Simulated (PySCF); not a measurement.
C₂H₄ClNSi.
Geometry (PBE0-D3(BJ)/def2-SVP, Å), atoms numbered from 1 in this order:
```xyz
9
C2H4ClNSi angstrom
N      1.684    1.978   -0.697
C      0.975    1.141   -0.321
Si    -0.181   -0.194    0.252
C     -1.916    0.538    0.315
Cl    -1.955    1.863    1.513
H     -0.109   -1.301   -0.743
H      0.261   -0.643    1.597
H     -2.217    0.944   -0.662
H     -2.654   -0.222    0.612
```

Computed with PySCF, PBE0-D3(BJ)/def2-SVP geometry optimisation, gas phase.

Masses are those of the commonest isotopes; rigid-rotor values at the optimised geometry. The values belong to one conformer with, in the numbering `[N:1]#[C:2][SiH2:3][CH2:4][Cl:5]`, C2–Si3–C4–Cl5 -63°.

(1) Give the principal moments of inertia and the rotational constants in MHz.

(2) Classify the top.

(3) Is it planar, by Δ = Ic − Ia − Ib?

(4) Give the other two planar moments, Paa and Pbb, and the rms extents of the mass along the axes.

(5) Predict some low-J microwave lines.

(6) Estimate the classical rotational partition function at 25 K, 50 K and 500 K.

## Answers

(1) Ia = 104.68, Ib = 271.47, Ic = 348.78 u·Å²; 505379 MHz·u·Å²/I gives A = 4828, B = 1862, C = 1449 MHz.

(2) An asymmetric top. Ray's parameter κ = (2B − A − C)/(A − C) = -0.756; −1 is the prolate and +1 the oblate limit.

(3) Not planar: Δ = Ic − Ia − Ib = -27.36 u·Å². For a rigid frame Δ = −2 Σ m c², so Σ m c² = 13.68 u·Å² lies off the ab plane: 6.29 from hydrogen and 7.39 from heavier atoms. The atom farthest from that plane is 1.71 Å away.

(4) Paa = Σ m a² = (Ib + Ic − Ia)/2 = 257.79 and Pbb = Σ m b² = (Ia + Ic − Ib)/2 = 91.00 u·Å². With the mass M = 104.98 u, the rms extents √(P/M) along a, b and c are 1.57, 0.93, 0.36 Å.

(5) The dipole components are |μa| = 1.77 D, |μb| = 3.70 D, |μc| = 0.52 D. The squared components, which scale the intensities, stand as 0.23 : 1.00 : 0.02 (a : b : c). Some lines, for components of 0.1 D or more:

| type | branch | J(Ka,Kc) | MHz | lower level (cm⁻¹) |
| --- | --- | --- | --- | --- |
| c | Q | 5(1,5) ← 5(0,5) | 1116 | 1.614 |
| a | Q | 5(2,3) ← 5(2,4) | 1286 | 2.076 |
| a | Q | 3(1,2) ← 3(1,3) | 2474 | 0.726 |
| c | Q | 1(1,1) ← 1(0,1) | 2966 | 0.110 |
| b | Q | 2(1,1) ← 2(0,2) | 3832 | 0.330 |
| a | R | 2(1,2) ← 1(1,1) | 6209 | 0.209 |
| a | R | 3(2,1) ← 2(2,0) | 10090 | 0.756 |
| b | Q | 2(2,1) ← 2(1,2) | 10137 | 0.416 |
| a | R | 4(2,3) ← 3(2,2) | 13211 | 1.086 |
| a | R | 4(2,2) ← 3(2,1) | 13592 | 1.093 |
| a | R | 4(1,3) ← 3(1,2) | 13980 | 0.809 |
| c | Q | 5(3,3) ← 5(2,3) | 14908 | 2.119 |
| b | Q | 5(3,2) ← 5(2,3) | 14976 | 2.119 |
| b | Q | 4(3,1) ← 4(2,2) | 15430 | 1.546 |
| b | Q | 5(3,3) ← 5(2,4) | 16195 | 2.076 |
| a | R | 5(4,2) ← 4(4,1) | 16642 | 2.799 |
| a | R | 5(2,3) ← 4(2,2) | 17172 | 1.546 |
| c | R | 4(1,3) ← 3(0,3) | 18562 | 0.656 |
| c | Q | 5(4,2) ← 5(3,2) | 22049 | 2.618 |
| c | R | 5(1,4) ← 4(0,4) | 23083 | 1.085 |
| c | R | 3(3,0) ← 2(2,0) | 25781 | 0.756 |
| c | Q | 5(5,1) ← 5(4,1) | 28470 | 3.354 |
| c | R | 4(3,2) ← 3(2,2) | 29203 | 1.086 |
| b | R | 4(4,0) ← 3(3,1) | 35458 | 1.616 |
| b | R | 5(4,2) ← 4(3,1) | 38767 | 2.061 |
| c | R | 5(5,0) ← 4(4,0) | 45113 | 2.799 |

(6) Point group C1, symmetry number σ = 1; q = (√π/σ)·√((kT/h)³/(ABC)), k/h = 20836.6 MHz/K: 5840 at 25 K, 16500 at 50 K, 522000 at 500 K.

Not checked by PBE0-D3(BJ)/def2-SVP frequencies. These are rigid-rotor constants of the computed structure; measured ground-state constants (B0) also hold zero-point vibration. Quadrupole hyperfine structure (14N, 35Cl) is left out.
